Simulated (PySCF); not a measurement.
A geometry optimisation on `[SiH3]CCCS`.

Method: PBE0-D3(BJ)/def2-SVP geometry optimisation, gas phase (PySCF 2.14.0). Start geometry: GFN2-xTB. The command runs a driver script over a list of jobs; the input below is this job's line of settings and its coordinates in Å.

Command:
```bash
OMP_NUM_THREADS=1 python probes_run.py task.json out
```

Input:
```
{"job": {"xc": "PBE0", "basis": "def2-SVP", "d3": "d3bj", "grid": 1, "shake": 0.01, "kind": "geom"}, "charge": 0, "multiplicity": 1}
Si    -2.266920     0.609820     0.632500
C     -0.727210     0.364520    -0.423850
C      0.383610    -0.305290     0.349960
C      1.669770    -0.491110    -0.514040
S      2.990110    -1.347680     0.362530
H     -1.953240     1.476620     1.779400
H     -2.772720    -0.663970     1.090400
H     -3.283170     1.306270    -0.197590
H     -0.364760     1.333090    -0.784100
H     -0.963170    -0.243000    -1.285770
H      0.656860     0.304220     1.236290
H      0.078990    -1.276030     0.732460
H      1.991600     0.470440    -0.885670
H      1.399240    -1.133560    -1.355670
H      3.145690    -0.421720     1.313430
```

Output:
```
step   0  E = -807.30896991  max force = 0.027291
step   1  E = -807.31323472  max force = 0.003703
step   2  E = -807.31338909  max force = 0.000872
step   3  E = -807.31340771  max force = 0.000338
step   4  E = -807.31341304  max force = 0.000300
optimisation converged
```

Energies in Eh; «max force» is the largest Cartesian gradient component in Eh/bohr.

Give the first gradient maximum in eV/Å.

With 1 Eh/bohr = 51.422 eV/Å, 1.403 eV/Å.

How much energy does the optimisation release, in kcal/mol?

E(step 0) − E(last step) = 0.004443 Eh, which is 2.8 kcal/mol.

Summary of the converged run: final energy -807.31341 Eh after 4 steps; dipole 1.29 D.

Where do the atoms end?

0.042 Å rms from the input after alignment:
```
atom  x, y, z in Å
Si1   -2.2393    0.7123    0.6811
C2    -0.6884    0.4558   -0.3633
C3     0.4668   -0.2006    0.3905
C4     1.6991   -0.3993   -0.4788
S5     3.0774   -1.2422    0.3547
H6    -1.9308    1.5715    1.8669
H7    -2.7580   -0.6005    1.1761
H8    -3.3077    1.3782   -0.1263
H9    -0.3805    1.4390   -0.7616
H10   -0.9679   -0.1519   -1.2421
H11    0.7413    0.4148    1.2657
H12    0.1602   -1.1791    0.7963
H13    2.0479    0.5579   -0.8978
H14    1.4612   -1.0494   -1.3364
H15    3.2924   -0.2948    1.2933
```

How long does this job take on an Arm Neoverse V1 with one thread, shared host with 32 logical CPUs at a one-minute load of 28? And the peak memory of the process?

About 46 s, with 0.49 GiB resident at the peak, the Python interpreter and its libraries included.
Labels such as C1 count atoms from 1, the log's own numbers from 0.
